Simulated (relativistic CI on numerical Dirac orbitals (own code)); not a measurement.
## How well does a small relativistic CI reproduce Ga VI?

Calculated at this level of theory: Dirac-Coulomb-Breit CI, KLI orbitals optimised for each configuration, a model potential for QED, valence Slater integrals scaled by 0.9, configuration energies shifted to the measured levels that pair with them (semi-empirical) (own radial code, finite nucleus).

CI space (outside the closed core [Ne]): 3s²3p⁶3d⁸, 3s²3p⁶3d⁷4s, 3s²3p⁶3d⁷4p, 3s²3p⁵3d⁹, 3s²3p⁶3d⁷4d, 3s²3p⁶3d⁷5s, 3s²3p⁶3d⁷5p, 3s²3p⁴3d¹⁰, 3s²3p⁶3d⁷4f, 3s²3p⁶3d⁶4s², 3s3p⁶3d⁹, 3s²3p⁶3d⁷5d, 3s²3p⁶3d⁷5f, 3s²3p⁶3d⁷5g, 3s²3p⁶3d⁶4s4p, 3s²3p⁶3d⁶4p², 3s²3p⁶3d⁶4s4d, 3s²3p⁵3d⁸4s, 3s²3p⁶3d⁶4p4d. Levels of other configurations are missing.

```
Configuration  Term (tabulated)  J  Measured (cm⁻¹)  Computed  Error  Purity (%)
    3s²3p⁶3d⁸                3F  4              0.0         0      0         100
    3s²3p⁶3d⁸                3F  3           3193.3      3136    -57         100
    3s²3p⁶3d⁸                3F  2           5164.0      5052   -112          97
    3s²3p⁶3d⁸                1D  2          20531.6     19376  -1156          79
    3s²3p⁶3d⁸                3P  2          25683.2     24918   -765          81
    3s²3p⁶3d⁸                3P  1          26123.7     25537   -587         100
    3s²3p⁶3d⁸                3P  0          26607.4     25992   -615          99
    3s²3p⁶3d⁸                1G  4          34249.4     34142   -107         100
    3s²3p⁶3d⁸                1S  0          78106.2     72902  -5205          99
  3s²3p⁶3d⁷4s                5F  5         290618.2    290618      0          99
  3s²3p⁶3d⁷4s                5F  4         292766.3    292729    -38          98
  3s²3p⁶3d⁷4s                5F  3         294471.9    294410    -62          99
  3s²3p⁶3d⁷4s                5F  2         295691.7    295617    -75          99
  3s²3p⁶3d⁷4s                5F  1         296472.6    296394    -79          99
  3s²3p⁶3d⁷4s                3F  4         301417.4    301107   -310          97
  3s²3p⁶3d⁷4s                3F  3         304315.6    303957   -358          98
  3s²3p⁶3d⁷4s                3F  2         306203.6    305829   -374          99
  3s²3p⁶3d⁷4s                5P  3         315882.7    317290   1408          99
  3s²3p⁶3d⁷4s                5P  2         316294.3    317842   1548          93
  3s²3p⁶3d⁷4s                5P  1         317488.8    318954   1466          96
  3s²3p⁶3d⁷4s                3G  5         320898.8    320577   -322          95
  3s²3p⁶3d⁷4s                3G  4         321960.7    321617   -344          88
  3s²3p⁶3d⁷4s                3G  3         323491.8    323158   -334          99
  3s²3p⁶3d⁷4s              3P †  2         325408.1    329617   4209          79
  3s²3p⁶3d⁷4s              3P †  1         325534.2    327378   1844          80
  3s²3p⁶3d⁷4s              3P †  0         326334.7    332869   6534         100
  3s²3p⁶3d⁷4s                1G  4         327159.5    326699   -461          82
  3s²3p⁶3d⁷4s              3P †  2         327438.9    327017   -422          94
  3s²3p⁶3d⁷4s              3P †  1         328609.6    330843   2233          78
  3s²3p⁶3d⁷4s                3H  6         330355.3    329232  -1123         100
  3s²3p⁶3d⁷4s              3P †  0         330724.3    328317  -2407         100
  3s²3p⁶3d⁷4s                3D  3         331283.5    332669   1385          99
  3s²3p⁶3d⁷4s                3H  5         331468.2    330341  -1128          92
  3s²3p⁶3d⁷4s                3D  2         333121.7    334597   1475          71
  3s²3p⁶3d⁷4s                3H  4         333146.0    332050  -1096          87
  3s²3p⁶3d⁷4s                1H  5         336722.0    335488  -1234          93
  3s²3p⁶3d⁷4s                1D  2         338579.5    339883   1304          79
  3s²3p⁶3d⁷4s                3F  2         353118.1    354647   1529          99
  3s²3p⁶3d⁷4s                3F  3         353484.3    355003   1518          98
  3s²3p⁶3d⁷4s                3F  4         354120.4    355620   1499          99
  3s²3p⁶3d⁷4s                1F  3         359164.4    360361   1196          98
  3s²3p⁶3d⁷4s                3D  2         386736.8    389270   2533          98
  3s²3p⁶3d⁷4s                3D  3         387630.8    390115   2484          99
  3s²3p⁶3d⁷4p               5F°  5         389982.7    389852   -131          87
  3s²3p⁶3d⁷4p               5F°  3         391766.2    391555   -211          61
  3s²3p⁶3d⁷4s                1D  2         392566.6    394772   2206          98
  3s²3p⁶3d⁷4p               5F°  2         393529.7    393304   -226          76
  3s²3p⁶3d⁷4p               5F°  1         394800.7    394544   -257          89
  3s²3p⁶3d⁷4p               5G°  6         395468.8    395638    170          99
  3s²3p⁶3d⁷4p               5D°  3         395680.0    395481   -199          59
  3s²3p⁶3d⁷4p               5G°  5         395852.3    396001    149          65
  3s²3p⁶3d⁷4p             5G° †  4         397051.5    397142     91          69
  3s²3p⁶3d⁷4p             5G° †  2         397186.4    398223   1037          76
  3s²3p⁶3d⁷4p             5G° †  3         397796.8    397871     74          71
  3s²3p⁶3d⁷4p             5D° †  2         398136.8    397002  -1134          71
  3s²3p⁶3d⁷4p             5D° †  1         398298.7    397964   -335          91
  3s²3p⁶3d⁷4p               3G°  5         400532.9    400669    136          74
  3s²3p⁶3d⁷4p               3F°  4         401119.8    400972   -148          89
  3s²3p⁶3d⁷4p               3F°  3         403397.9    403230   -168          78
  3s²3p⁶3d⁷4p               3G°  4         403630.9    403717     86          86
  3s²3p⁶3d⁷4p               3D°  3         405118.4    405118      0          80
  3s²3p⁶3d⁷4p               3F°  2         405283.3    405090   -194          87
  3s²3p⁶3d⁷4p               3G°  3         405788.3    405838     50          90
  3s²3p⁶3d⁷4p               3D°  2         406689.7    406875    185          83
  3s²3p⁶3d⁷4p               5S°  2         406843.7    407285    441          90
```

Measured levels from Shirai, Reader, Kramida and Sugar, J. Phys. Chem. Ref. Data 36, 509 (2007); pairs were made by configuration, J and term (by order where the table uses no LS term), so strongly mixed levels may be paired wrongly.

Mean error by configuration (cm⁻¹): 3s²3p⁶3d⁸ -1075; 3s²3p⁶3d⁷4s 490; 3s²3p⁶3d⁷4p -20. Over the excited levels the mean absolute error is 759 cm⁻¹ (64 of the 69 excited levels that our extract of the source holds in range could be paired, and the others can miss by more), and the median relative error of those above 1,000 cm⁻¹ is 0.12 %, both after the shifts were fitted to these levels, so that a configuration with one level shows no error. † marks terms whose computed intervals miss the measured ones by more than a factor of 2.5, or configurations far off the rest, from wrong mixing, a near crossing or a doubtful label or measurement; they are left out of the means.

Configurations whose levels could be paired with our table of measured levels were shifted onto them, all but the ground configuration, by the median error of their levels; single terms can still be off by 1,000 to 2,000 cm⁻¹ or more, and rates follow the energies as ν³ (E1, M1) or ν⁵ (E2). The others borrow a shift and can be off by several thousand cm⁻¹ or more. 64 of the 69 excited levels that our extract of the measured tables holds in this range could be paired (the sources list more); they are missed by 946 cm⁻¹ on average and 6534 at most, after the shifts were fitted to these levels, and levels without a partner can miss by more.

Shifts applied (cm⁻¹): 3s²3p⁶3d⁸ 0; 3s²3p⁶3d⁷4s -1501; 3s²3p⁶3d⁷4p 3.
